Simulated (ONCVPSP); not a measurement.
nickel (Ni): one change to an ONCV potential, before and after

ONCVPSP 4.0.1 input, shortened (lines: element, Z, core and valence counts, functional; n l f; lmax; l rc ep ncon nbas qcut; lloc lpopt rc5 dvloc0; l nproj debl; icmod fcfact rcfact), BLYP, scalar-relativistic:

```
  Ni 28.00    5    2  -106131      upf
    1    0    2.00
    2    0    2.00
    2    1    6.00
    3    0    2.00
    3    1    6.00
    3    2    8.00
    4    0    2.00
    2
    0    2.45    0.00    4    8    2.40
    1    2.20    0.09    5    9    3.00
    2    0.85    0.00    3    7   20.20
    4    5    0.75    2.00
    0    2    1.90
    1    3    1.40
    2    2    3.80
    3    4.50    1.45
```

In the p channel the program set the typed energies aside and used 0.050, 1.450, 2.850 Ha.

Change: s: qcut 2.7; p: qcut 3.3; d: qcut 22.5.

Cutoffs: the cutoffs (Ha) at which the residual kinetic energy of the hardest occupied pseudo-wave falls to 1 and 0.1 mHa per electron; they do not see the model core or the augmentation charge, which bear on the density cutoff. Errors are all-electron minus pseudo energies relative to the spin-unpolarised reference configuration.

Problem. What does the change do?

Solution. The potential gets harder (136 Ha and 157 Ha → 147 Ha and 172 Ha); both files keep a bound ghost (p, s); of the 4 tests that both files solve, the error grows in 1 and shrinks in 1 by more than 15 % and 0.3 meV (median size 84.4 → 93.7 meV).

| quantity | base | changed |
| --- | --- | --- |
| cutoff, loose | 136 Ha | 147 Ha |
| cutoff, tight | 157 Ha | 172 Ha |
| loose cutoff by channel | s 7.9 Ha, d 136 Ha | s 4.3 Ha, d 147 Ha |
| bound ghosts | s, p | s, p |
| GHOST(+) flags under 300 eV | p at 93.0 eV | p at 90.9 eV |
| error for 3d8 4s1, meV [ΔE 9.35 eV] | -10 | -11 |
| error for 3d8 4s0, meV [ΔE 26.90 eV] | -75 | -72 |
| error for 3d7 4s0, meV [ΔE 64.37 eV] | -376 | -318 |
| error for 3d7 4s2, meV [ΔE 16.02 eV] | -94 | -115 |
| s: phases at 2.49 bohr within 0.05 rad from the reference energy up to (Ha; the scan ends near 5) | 4.0 | 4.1 |
| p: phases at 2.23 bohr within 0.05 rad from the reference energy up to (Ha; the scan ends near 5) | 3.4 | 3.3 |
| d: phases at 0.86 bohr within 0.05 rad from the reference energy up to (Ha; the scan ends near 5) | to the end of the scan | to the end of the scan |
| rms error of d²Exc/dni dnj with the model core, mHa | 3.63 | 3.62 |

 A true bound ghost makes a file unfit for plane-wave use even where its test errors are small: the radial tests pick states by their node count and pass the ghost by.
